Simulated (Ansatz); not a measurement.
Reaction (formal exchange of groups at the Si–C bond): `C[SiH](F)Cl` + `C[O][GeH2][Cl]` → `F[SiH](Cl)[GeH2][Cl]` + `COC`

Calculated with Ansatz (gas phase, PBE0-D4/def2-TZVP geometries, no zero-point term in ΔE). CCSD(T)/CBS adds triple-zeta CCSD(T) − MP2 to the extrapolated MP2 energy (def2 sets, frozen cores). Functionals use def2-TZVPP. B3LYP here is the variant with VWN-RPA as its local correlation; programs differ in this. HSE06 is defined as in plane-wave codes. For Ge outer-core shells are correlated without core-valence functions, which leaves a few kJ/mol of doubt a bond. Scalar relativity is left out up to krypton. Each species was taken in one conformer, which may not be the lowest.

```json
{"level": "LDA (SPW92)", "ΔE (kJ/mol)": "101.9", "difference from CCSD(T)/CBS": "-19.9"}
{"level": "PBE-D4", "ΔE (kJ/mol)": "100.8", "difference from CCSD(T)/CBS": "-21.0"}
{"level": "BLYP-D4", "ΔE (kJ/mol)": "105.9", "difference from CCSD(T)/CBS": "-15.9"}
{"level": "r2SCAN-D4", "ΔE (kJ/mol)": "118.1", "difference from CCSD(T)/CBS": "-3.7"}
{"level": "B97M-V", "ΔE (kJ/mol)": "121.6", "difference from CCSD(T)/CBS": "-0.2"}
{"level": "PBE0-D4", "ΔE (kJ/mol)": "106.9", "difference from CCSD(T)/CBS": "-14.9"}
{"level": "B3LYP-D4", "ΔE (kJ/mol)": "110.5", "difference from CCSD(T)/CBS": "-11.3"}
{"level": "r2SCANh-D4", "ΔE (kJ/mol)": "118.6", "difference from CCSD(T)/CBS": "-3.2"}
{"level": "r2SCAN0-D4", "ΔE (kJ/mol)": "119.3", "difference from CCSD(T)/CBS": "-2.5"}
{"level": "HSE06-D4", "ΔE (kJ/mol)": "106.8", "difference from CCSD(T)/CBS": "-15.0"}
{"level": "BHLYP-D4", "ΔE (kJ/mol)": "116.3", "difference from CCSD(T)/CBS": "-5.5"}
{"level": "CAM-B3LYP-D4", "ΔE (kJ/mol)": "116.6", "difference from CCSD(T)/CBS": "-5.2"}
{"level": "ωB97X-V", "ΔE (kJ/mol)": "116.9", "difference from CCSD(T)/CBS": "-4.9"}
{"level": "ωB97M-V", "ΔE (kJ/mol)": "120.7", "difference from CCSD(T)/CBS": "-1.1"}
{"level": "B2PLYP", "ΔE (kJ/mol)": "121.5", "difference from CCSD(T)/CBS": "-0.3"}
{"level": "PBE-QIDH", "ΔE (kJ/mol)": "121.4", "difference from CCSD(T)/CBS": "-0.4"}
{"level": "revPBE", "ΔE (kJ/mol)": "102.2", "difference from CCSD(T)/CBS": "-19.6"}
{"level": "BLYP", "ΔE (kJ/mol)": "107.9", "difference from CCSD(T)/CBS": "-13.9"}
{"level": "r2SCAN", "ΔE (kJ/mol)": "118.4", "difference from CCSD(T)/CBS": "-3.4"}
{"level": "B3LYP", "ΔE (kJ/mol)": "112.7", "difference from CCSD(T)/CBS": "-9.1"}
{"level": "r2SCANh", "ΔE (kJ/mol)": "119.0", "difference from CCSD(T)/CBS": "-2.8"}
{"level": "r2SCAN0", "ΔE (kJ/mol)": "119.8", "difference from CCSD(T)/CBS": "-2.0"}
{"level": "HSE06", "ΔE (kJ/mol)": "108.3", "difference from CCSD(T)/CBS": "-13.5"}
{"level": "BHLYP", "ΔE (kJ/mol)": "120.0", "difference from CCSD(T)/CBS": "-1.8"}
{"level": "CAM-B3LYP", "ΔE (kJ/mol)": "118.4", "difference from CCSD(T)/CBS": "-3.4"}
{"level": "LC-ωPBE", "ΔE (kJ/mol)": "118.4", "difference from CCSD(T)/CBS": "-3.4"}
{"level": "RPA@PBE/def2-TZVPP", "ΔE (kJ/mol)": "116.6", "difference from CCSD(T)/CBS": "-5.2"}
{"level": "HF/def2-SVP", "ΔE (kJ/mol)": "117.6", "difference from CCSD(T)/CBS": "-4.2"}
{"level": "MP2/def2-SVP", "ΔE (kJ/mol)": "127.2", "difference from CCSD(T)/CBS": "5.4"}
{"level": "CCSD/def2-SVP", "ΔE (kJ/mol)": "115.5", "difference from CCSD(T)/CBS": "-6.3"}
{"level": "CCSD(T)/def2-SVP", "ΔE (kJ/mol)": "114.5", "difference from CCSD(T)/CBS": "-7.3"}
{"level": "HF/def2-TZVPP", "ΔE (kJ/mol)": "127.1", "difference from CCSD(T)/CBS": "5.3"}
{"level": "MP2/def2-TZVPP", "ΔE (kJ/mol)": "132.6", "difference from CCSD(T)/CBS": "10.8"}
{"level": "SCS-MP2/def2-TZVPP", "ΔE (kJ/mol)": "129.6", "difference from CCSD(T)/CBS": "7.8"}
{"level": "CCSD/def2-TZVPP", "ΔE (kJ/mol)": "123.3", "difference from CCSD(T)/CBS": "1.5"}
{"level": "CCSD(T)/def2-TZVPP", "ΔE (kJ/mol)": "122.9", "difference from CCSD(T)/CBS": "1.1"}
{"level": "MP2/def2-QZVPP", "ΔE (kJ/mol)": "132.3", "difference from CCSD(T)/CBS": "10.5"}
{"level": "SCS-MP2/def2-QZVPP", "ΔE (kJ/mol)": "129.9", "difference from CCSD(T)/CBS": "8.1"}
{"level": "HF/CBS(def2)", "ΔE (kJ/mol)": "128.2", "difference from CCSD(T)/CBS": "6.4"}
{"level": "CCSD/CBS(def2)", "ΔE (kJ/mol)": "122.2", "difference from CCSD(T)/CBS": "0.4"}
{"level": "CCSD(T)/CBS", "ΔE (kJ/mol)": "121.8", "difference from CCSD(T)/CBS": "0"}
```

Largest T1 diagnostic among the species: 0.011.

Leaving LDA and LC-ωPBE aside and taking each functional with its dispersion term where it has one, the values spread over 20.8 kJ/mol, from PBE-D4 to B97M-V. From PBE to PBE0 (25 % exact exchange), in def2-TZVPP and without D4, ΔE moves by +6.2 kJ/mol. At CCSD(T), def2-SVP lies −7.3 kJ/mol from the extrapolated value and def2-TZVPP +1.1 kJ/mol.
